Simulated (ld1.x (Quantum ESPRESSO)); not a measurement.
# Before and after: RRKJ potential for bromine

- Element: Br
- Generator: ld1.x (Quantum ESPRESSO) 7.5
- Type: norm-conserving RRKJ (Kleinman–Bylander form)
- Functional: PBE
- Relativity: scalar-relativistic
- Frozen core: [Ar]
- Valence charge: 17
- Reference configuration: 3d10 4s2 4p5
- Partial waves: 4s (bound): rc 1.30 bohr; 3d (bound): rc 1.10 bohr; 4p (bound): rc 1.70 bohr
- Local potential: the p channel
- Core correction: a·sin(br)/r model core inside 1.15 bohr
- rho0: 0.005

All-electron outer shells of the reference configuration (PBE, scalar-relativistic, ld1.x):

| shell | level (eV) | outermost node (bohr) | outermost maximum (bohr) |
| --- | --- | --- | --- |
| 3s | -238.08 | 0.23 | 0.48 |
| 3p | -173.49 | 0.21 | 0.48 |
| 3d | -66.72 | – | 0.43 |
| 4s | -20.13 | 0.67 | 1.41 |
| 4p | -7.86 | 0.70 | 1.66 |

Change: core correction a·sin(br)/r model core inside 0.78 bohr.

Cutoffs: the cutoffs (Ry, on a coarse ladder) from which the occupation-weighted sum of valence levels, in a spherical-Bessel basis at the reference potential, stays within 10 and 1 mRy of its value at 400 Ry; they do not see the model core or the augmentation charge, which bear on the density cutoff. Errors are all-electron minus pseudo energies relative to the spin-unpolarised reference configuration.

Task: What does the change do?

Result: The potential gets neither clearly harder nor softer (200 Ry and 300 Ry → 200 Ry and 300 Ry); both files keep a bound ghost (s); of the 7 tests that both files solve, the error grows in 1 and shrinks in 4 by more than 15 % and 0.3 meV (median size 1.6 → 0.7 meV). A model core, the more so a compact one, raises the density cutoff, which this test does not measure.

| quantity | base | changed |
| --- | --- | --- |
| cutoff, loose | 200 Ry | 200 Ry |
| cutoff, tight | 300 Ry | 300 Ry |
| bound ghosts | s | s |
| error for 3d10 4s2 4p4, meV [ΔE 12.55 eV] | -0.7 | -0.7 |
| error for 3d10 4s2 4p3, meV [ΔE 35.31 eV] | +1.6 | +1.1 |
| error for 3d10 4s2 4p2, meV [ΔE 69.30 eV] | +6.5 | +4.0 |
| error for 3d10 4s1 4p5, meV [ΔE 25.56 eV] | +1.0 | +0.1 |
| error for 3d10 4s2 4p1, meV [ΔE 115.32 eV] | +8.2 | 0.0 |
| error for 3d10 4s2 4p5.3, meV [ΔE -1.96 eV] | +0.4 | +0.4 |
| error for 3d9 4s2 4p5, meV [ΔE 78.44 eV] | -374 | -448 |
| s: phases at 1.85 bohr within 0.05 rad from the reference energy up to (Ry; the scan ends near 5) | to the end of the scan | to the end of the scan |
| p: phases at 1.85 bohr within 0.05 rad from the reference energy up to (Ry; the scan ends near 5) | to the end of the scan | to the end of the scan |
| d: phases at 1.85 bohr within 0.05 rad from the reference energy up to (Ry; the scan ends near 5) | -0.8 | -0.8 |

 A true bound ghost makes a file unfit for plane-wave use even where its test errors are small: the radial tests pick states by their node count and pass the ghost by.
